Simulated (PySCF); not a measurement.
# Which functional comes closest?

Molecule: SMILES Fc1cccc(Cl)c1, C6H4ClF.

Structure with atom numbers: `[F:1][c:2]1[cH:3][cH:4][cH:5][c:6]([Cl:7])[cH:8]1` (H(Xn): hydrogen on atom n).

Geometry PBE0-D3(BJ)/def2-SVP throughout; GIAO in PySCF, gas phase, one conformer, non-relativistic; equivalent atoms averaged; basis pcSseg-1.

Reference values (measured; G. Saielli, R. Bini, A. Bagno, Computational 19F NMR. 2. Organic compounds, RSC Adv. 2014, ESI (exp. from Berger-Braun-Kalinowski 1994 and Everett 1995)): δ(F1) = -111.4 ppm vs CFCl3. Computed shifts are taken against CFCl3, calculated as an isolated molecule at each level.

Question: How do the functionals BLYP, OPBE, KT3, B97-D, B3LYP, PBE0, BHandHLYP, CAM-B3LYP, LC-wPBE perform against the reference? Times are CPU seconds on shared hosts with different chips, so compare them loosely.

Answer: 
```tsv
functional	kind	F1	abs. error F	core-s
BLYP	GGA	-116.6	5.2	16
OPBE	GGA	-107.7	3.7	17
KT3	GGA	-119.5	8.1	17
B97-D	GGA	-115.5	4.1	17
B3LYP	global hybrid	-110.7	0.7	12
PBE0	global hybrid	-107.9	3.5	14
BHandHLYP	global hybrid	-103.5	7.9	21
CAM-B3LYP	range-separated hybrid	-104.7	6.7	29
LC-wPBE	range-separated hybrid	-92.7	18.7	20
```

For ¹⁹F the closest is B3LYP (0.7 ppm) and the furthest LC-wPBE (18.7 ppm). One molecule is a small sample, and vibrational and solvent effects are absent from the calculation.
